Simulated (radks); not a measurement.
Values are calculated unless marked as measured or tabulated.
Problem. The table gives one normalised radial function P(r) = r R(r) (large component) of Hg78+ in [He] (r in bohr). Level of theory: Dirac Kohn-Sham, BLYP, spin-unpolarised, spherical densities, finite nucleus; Fermi nuclear charge, rms radius 5.4648 fm (a radial shooting solver on a logarithmic mesh with Libxc functionals).

r           P
0.0007532  1.6721
0.0009127  1.9306
0.001097   2.2099
0.001329   2.5362
0.001598   2.8831
0.001936   3.2804
0.002327   3.6925
0.00282    4.1497
0.003389   4.6047
0.004107   5.0826
0.004936   5.5241
0.005981   5.9404
0.00719    6.2647
0.008711   6.4860
0.01047    6.5468
0.01269    6.4142
0.01525    6.0743
0.01848    5.4924
0.02221    4.7405
0.02691    3.8138
0.03235    2.8760
0.0392     1.9520
0.04712    1.2093
0.05709    0.6408
0.06862    0.2982
0.08315    0.1103
0.09995    0.0341
0.1211     0.0076
0.1456     0.0013
0.1764     0.0001
0.212      0.0000

Which n and l does it have? It may be an empty orbital.

Solution. n = 1, l = 0: the number of nodes gives n - l - 1 = 0, the rise at small r points to l (this Dirac orbital starts outside the nucleus as r^gamma with gamma = sqrt((l + 1)^2 - (Z/c)^2) = 0.81; the j = 1/2 orbital of l + 1 starts with the same power, but with a smaller coefficient, and then steepens), and the extent must fit the shell. The curve is that of 1s1/2. 1s1/2: eigenvalue -93919 eV, 0 radial nodes, <r> = 0.0165 bohr, 90 % of the charge inside 0.0302 bohr.
